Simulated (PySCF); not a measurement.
Two-component Hartree-Fock for As¹⁶⁺ (arsenic, charge +16)

Start: [Ne] 3s2 3p5; 3p1/2 filled at m_j = +1/2; 3p3/2 filled at m_j = -3/2, -1/2, +1/2, +3/2. Calculated with PySCF 2.14 in an uncontracted even-tempered set (19 s from 1.5 bohr⁻², ratio 2.4; 14 p from 1.9 bohr⁻², ratio 2.4; 5 d from 9.8 bohr⁻², ratio 2.6; 4 f from 15 bohr⁻², ratio 2.6): generalised Hartree-Fock with the X2C-1e Hamiltonian and a Gaussian nucleus; one run each with spin-orbit coupling (SO) screened by Boettger's factors, then bare. This is a chosen level, not necessarily the ground level.

| spinor shell | electrons | ε, screened SO (eV) | ε, bare SO (eV) | weight of nominal j (bare SO) | rms radius, bare SO (bohr) |
| --- | --- | --- | --- | --- | --- |
| 1s1/2 | 2 | -12523.2 | -12523.1 | 1.000 | 0.0524 |
| 2s1/2 | 2 | -2147.1 | -2147.1 | 1.000 | 0.217 |
| 2p1/2 | 2 | -1973.4 | -1975.1 | 1.000 | 0.191 |
| 2p3/2 | 4 | -1938.1 | -1937.4 | 1.000 | 0.195 |
| 3s1/2 | 2 | -699.01 | -699.02 | 1.000 | 0.560 |
| 3p1/2 | 1 | -640.54 | -640.89 | 1.000 | 0.554 |
| 3p3/2 | 4 | -630.20 | -630.05 | 1.000 | 0.561 |

```
   quantity  screened SO      bare SO
E (hartree)  -2128.78983  -2128.79162
        M_J          1/2          1/2
       ⟨J²⟩        0.753        0.753
       ⟨L²⟩        2.006        2.007
       ⟨S²⟩        0.753        0.753
```

Each row is a mean over spinors that exchange with the open shell spreads, by up to 6.037 eV (2p1/2).
